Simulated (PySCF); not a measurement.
**Radial density of Br (bromine, neutral)**

LC-wPBE, [Ar] 3d10 4s2 4p5, 2P determinant. Computed with PySCF 2.14 in aug-cc-pwCVTZ-PP with ECP10MDF (8s7p6d4f1g, 96 functions), with a scalar-relativistic core potential. This is the valence pseudo-density: the core potential removes the inner electrons and smooths the orbitals near the nucleus.

```csv
r (bohr),4πr²ρ (e/bohr),4πr²(ρα − ρβ)
0.000576,2.249e-05,0.0000
0.000968,6.345e-05,0.0000
0.00163,0.0001782,0.0000
0.00274,0.0004942,0.0000
0.00461,0.001325,0.0000
0.00775,0.003282,0.0000
0.0130,0.007162,0.0000
0.0219,0.01407,0.0000
0.0369,0.02712,0.0000
0.0620,0.1092,0.0001
0.104,0.8719,0.0005
0.176,5.574,0.0069
0.295,21.76,0.0666
0.497,33.86,0.0801
0.835,12.03,0.0379
1.41,4.832,0.5286
2.36,2.453,0.3911
3.98,0.2682,0.0392
6.69,0.004124,0.0003
```

Energies and moments cover only the electrons outside the core potential.
